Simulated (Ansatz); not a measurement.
## Molecular dynamics of AlClFHO

input.yaml

```yaml
crystal:
  periodic: [false, false, false]
  atoms:
    - { symbol: Al, position_ang: [0.021838, -0.089856, 0.078457] }
    - { symbol: F, position_ang: [-0.108019, 0.17877, 1.688497] }
    - { symbol: O, position_ang: [1.538877, -0.45033, -0.546856] }
    - { symbol: H, position_ang: [1.688857, -0.619517, -1.479446] }
    - { symbol: Cl, position_ang: [-1.689854, 0.029033, -1.100552] }
basis:
  gaussian: { orbitals: def2-mTZVP }
hamiltonian:
  xc: pbe0
  dispersion: d4
md:
  timestep: 1.0
  n_steps: 150
  ensemble: nvt_langevin
  temperature: 300.0
  initial_velocities: maxwell_boltzmann
  seed: 396282
  friction: 0.01
  temperature_schedule:
    - { n_steps: 37, end_temperature: 300.0 }
    - { n_steps: 113, end_temperature: 10.0 }
```

Launched with:

```bash
$ ansatz run input.yaml --threads 1 --pin off --max-ram 2048MiB --backend cpu --events-out ev --progress --plain --runs-dir out
```

It starts from a relaxed structure.

Output, in part (step lines, the closing report, with atoms numbered from 0):

```
md step     0: t =     0.00 fs  T =   240.0 K (target 300.0 K)  F+E_penalty+E_count = -23895.61127357 eV  E_kin = 0.155112 eV  (25 SCF iters)
[... lines left out ...]
Total energy: -23895.47632273 eV, -878.1425579246 hartree
Atom 0 at     0.114098    -0.134258     0.369591 Å, force     0.510941    -0.317124    -0.910113 eV/Å
Atom 1 at     0.042277     0.439900     1.897284 Å, force    -0.090182     0.027246     0.171789 eV/Å
Atom 2 at     1.597231    -0.611263    -0.333748 Å, force    -1.037653     0.352877     0.180383 eV/Å
Atom 3 at     2.193698    -1.321148    -0.109696 Å, force     0.103201    -0.079859     0.172342 eV/Å
Atom 4 at    -1.641199    -0.124449    -0.809779 Å, force     0.513692     0.016860     0.385599 eV/Å
Dipole moment:     0.305224    -0.312256     0.040893 e Å
```

The steps, from the saved trajectory:

```tsv
time (fs)	T (K)	potential energy less start (eV)
0	240	0.000
5	228	0.045
10	203	0.090
15	240	0.077
20	214	0.058
25	123	0.093
30	121	0.114
35	194	0.124
40	162	0.136
45	202	0.138
50	214	0.116
55	228	0.088
60	234	0.073
65	261	0.045
70	351	0.029
75	357	0.048
80	320	0.092
85	238	0.123
90	225	0.140
95	172	0.157
100	115	0.165
105	113	0.163
110	125	0.172
115	54	0.191
120	78	0.180
125	108	0.161
130	97	0.164
135	125	0.148
140	154	0.125
145	118	0.134
150	97	0.135
```

All steps were run. The schedule's set-point averaged 106 K over the second half and the system 152 K, so it lags behind the ramp. A run of 0.15 ps of so small a system gives no equilibrium averages.

The same pairs are bonded in the first frame and the last. Pairs count as bonded within 1.25 times the sum of covalent radii (0.12 Å more for H–H).

Last frame:

```xyz
5
Properties=species:S:1:pos:R:3
Al 0.114 -0.134 0.370
F 0.042 0.440 1.897
O 1.597 -0.611 -0.334
H 2.194 -1.321 -0.110
Cl -1.641 -0.124 -0.810
```

Time of the run: 7.1 min on 1 thread of Arm Neoverse V2 (shared host), peak memory 0.16 GiB.
